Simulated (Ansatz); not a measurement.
Ideal-gas functions of C$_{2}$H$_{3}$BO$_{2}$, SMILES `B1OC=CO1` at 400 K and 1 bar, from an Ansatz frequency run at PBE0-D4/def2-TZVP.

Molar mass 69.86 g/mol, point group C2v (symmetry number 2), electronic degeneracy 1, moments of inertia 50.76, 55.191, 105.951 u Å². Harmonic wavenumbers (cm⁻¹, unscaled): 493, 597, 770, 777, 850, 866, 876, 967, 1113, 1117, 1123, 1206, 1239, 1400, 1658, 2747, 3286, 3311.

Use S(trans) = R[1.5 ln M + 2.5 ln T − 1.1517]; rotational temperatures θ = 24.2544 K / I; S(rot) = R[ln(√π/σ · √(T³/θAθBθC)) + 1.5]; for each mode x = 1.438777 ν̃/T, S = R[x/(eˣ − 1) − ln(1 − e⁻ˣ)] and H = RT x/(eˣ − 1); 1 cm⁻¹ = 0.0119627 kJ/mol; R = 8.31446 J/(mol·K).

By hand: the entropy, in J/(mol·K).

Translation 167.9. Rotation: θ = 0.4778, 0.4395, 0.2289 K, giving 98.8. Vibration, mode by mode: 4.56, 3.39, 2.08, 2.04, 1.65, 1.58, 1.54, 1.18, 0.77, 0.76, 0.75, 0.59, 0.53, 0.33, 0.15, 0.00, 0.00, 0.00, in all 21.9. Electronic 0.0. Sum 288.6 J/(mol·K).

By hand: H − E and G − E in kJ/mol, counted from the electronic energy.

Zero-point energy ½ × 24396 × 0.0119627 = 145.9; thermal vibration 6.5; translation, rotation and pV give 4 RT = 13.3. H − E = 165.7 kJ/mol, and G − E = 165.7 − 400 × 288.6/1000 = 50.3 kJ/mol.

Vibration gives 8 % of the entropy.
